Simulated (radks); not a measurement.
As2+, 31 electrons, occupied as [Ar] 3d10 4s2 4p1. Calculated with a radial shooting solver on a logarithmic mesh with Libxc functionals: scalar-relativistic Kohn-Sham, exchange-only LDA, spin-polarised, spherical densities, finite nucleus; open shells are filled with parallel spins first; Fermi nuclear charge, rms radius 4.0968 fm.

Local quantities along the radius. ELF = 1/(1 + alpha^2) is the electron localisation function; alpha = (tau - tau_W)/tau_unif compares the Pauli kinetic energy density with that of the uniform gas (summed over spins). tau is taken from the large components.

```
   r/bohr * ELF (the largest magnitude, 1, reaches the edge; | marks zero)
  0.00313 |                                                      *
 0.004208 |                                                      *
 0.005613 |                                                      *
 0.007486 |                                                      *
 0.009984 |                                                      *
  0.01332 |                                                      *
  0.01776 |                                                      *
  0.02388 |                                                     *
  0.03185 |                                                   *
  0.04248 |                                        *
  0.05666 |                     *
  0.07557 |               *
   0.1008 |                            *
   0.1344 |                                         *
   0.1807 |                                         *
   0.2411 |                     *
   0.3215 |             *
   0.4288 |                                 *
   0.5719 |                                          *
   0.7628 |                                    *
    1.026 |                  *
    1.368 |           *
    1.824 |                            *
    2.433 |                                      *
    3.246 |                       *
    4.329 |  *
     5.82 *
```

On this mesh the ELF has minima near r = 0.076, 0.28, 1.4 bohr, which separate the shells, and maxima near 0.16 (0.80), 0.57 (0.77), 2.4 (0.71).
